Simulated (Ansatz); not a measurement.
System: sum formula H9Si3NO (charge 0, singlet). SMILES: [SiH3]O[SiH2]N[SiH3]
Geometry from a B3LYP-D3(BJ)/def2-TZVP (Ansatz, an electronic-structure program) optimisation:
```xyz
14

Si    -0.0666     0.1478    -0.9932
N     -1.4849     0.6675    -0.1787
Si    -2.6356    -0.2945     0.6896
O      1.2075    -0.0172     0.0208
Si     2.8036    -0.1336     0.3476
H     -0.3411    -1.1708    -1.5974
H      0.2827     1.1633    -2.0112
H     -1.5911     1.6697    -0.0922
H     -4.0198    -0.0034     0.2440
H     -2.3065    -1.7098     0.4143
H     -2.5799    -0.0547     2.1528
H      3.0111     0.1214     1.7896
H      3.5634     0.8641    -0.4430
H      3.2963    -1.4897     0.0120
```

Wanted: vertical ionisation energy (to the doublet state of charge +1; each state is the SCF solution reached for its spin), in eV. Valence correlation only, unless marked. Open shells are spin-unrestricted. Spin-orbit coupling is left out. No relativistic terms. CBS marks a two-point X^-3 extrapolation of the correlation energy; Hartree-Fock from the larger set. The bracket is a focal-point correction in the basis named.

```tsv
level	program	vertical ionisation energy (eV)	minus last row
HF/aug-cc-pV(T+d)Z	Ansatz	8.79	-1.41
B3LYP/def2-TZVPD	Ansatz	9.73	-0.47
BHLYP/def2-TZVPD	Ansatz	9.80	-0.40
wB97X-V/def2-TZVPD	Ansatz	10.03	-0.17
RI-MP2/CBS(aug-cc-pV(T+d)Z,aug-cc-pV(Q+d)Z)	Ansatz	10.50	0.30
CCSD/aug-cc-pV(D+d)Z	Ansatz	9.91	-0.29
CCSD/aug-cc-pV(T+d)Z	Ansatz	10.02	-0.18
CCSD(T)/aug-cc-pV(T+d)Z	Ansatz	10.10	-0.10
RI-MP2/CBS(aug-cc-pV(T+d)Z,aug-cc-pV(Q+d)Z)+[CCSD(T)-MP2]/aug-cc-pV(D+d)Z	Ansatz	10.22	0.02
RI-MP2/CBS(aug-cc-pV(T+d)Z,aug-cc-pV(Q+d)Z)+[CCSD(T)-MP2]/aug-cc-pV(T+d)Z	Ansatz	10.20	0.00
```
